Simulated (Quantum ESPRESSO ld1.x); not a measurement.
Valence configurations of neutral tellurium (all share [Kr]). Method: non-relativistic Kohn-Sham, LDA (Slater exchange, Perdew-Zunger correlation), spin-unpolarised, spherical densities, point nucleus; relativity is left out, which matters for an element this heavy; computed with ld1.x of Quantum ESPRESSO 7.5. Energies are relative to 4d10 5s2 5p4; eigenvalues in eV.

| valence | E (eV) | e(4d) | e(5p) | e(5s) |
|---|---|---|---|---|
| 4d10 5s2 5p4 | 0.000 | -43.756 | -6.172 | -14.179 |
| 4d10 5s1.5 5p4.5 | 4.024 | -44.333 | -6.414 | -14.500 |
| 4d10 5s1 5p5 | 8.086 | -44.896 | -6.648 | -14.811 |
| 4d10 5p6 | 16.322 | -45.988 | -7.098 | - |
| 4d9.5 5s2 5p4.5 | 19.463 | -46.966 | -6.695 | -15.034 |
| 4d9.5 5s1.5 5p5 | 23.651 | -47.520 | -6.929 | -15.340 |
| 4d9 5s2 5p5 | 40.271 | -50.174 | -7.213 | -15.869 |
| 4d8 5s2 5p6 | 85.928 | -56.593 | -8.236 | -17.495 |

NIST lists [Kr] 4d10 5s2 5p4 as the ground configuration; this level of theory agrees among the configurations tried. The energies are those of spherical spin-averaged densities, not of single terms. Relativity is left out, which favours d and f over s occupation in heavy atoms.
